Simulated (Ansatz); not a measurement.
`[OH][Hf]([F])([SH])[Cl]`. Total charge 0; spin multiplicity 1. Hf takes the def2 core potential. All single points use the PBE0-D4/def2-TZVP geometry. It is one conformer, not always the lowest.

```xyz
7

O     0.083    1.348    0.731
Hf    0.349   -0.084   -0.478
F     2.189   -0.450   -0.760
S    -0.666   -2.076    0.511
Cl   -0.636    0.415   -2.552
H     0.107    2.161    1.228
H    -1.426   -1.314    1.320
```

Problem. What is the dipole moment at r2SCAN/def2-TZVPP? (Best estimate.)

Solution. Computed: 3.34 D, with components (-0.35, 2.43, 2.26) D in this frame, pointing from negative to positive charge.

Problem. And with PBE, B3LYP, ωB97M-V? (Estimate.)

Solution. The calculation gave: PBE 3.26 D, B3LYP 3.28 D, ωB97M-V 3.32 D.

Problem. Give the Mulliken charges with r2SCAN, B3LYP, ωB97M-V in def2-TZVPP. (Best estimate.)

Solution. Ansatz gave: 
```csv
atom,r2SCAN,B3LYP,ωB97M-V
O1,-0.44,-0.42,-0.39
Hf2,1.06,1.03,0.95
F3,-0.33,-0.33,-0.32
S4,-0.32,-0.31,-0.30
Cl5,-0.29,-0.28,-0.25
H6,0.21,0.19,0.18
H7,0.12,0.12,0.13
```

B3LYP here is the variant with VWN-RPA as its local correlation; programs differ in this.
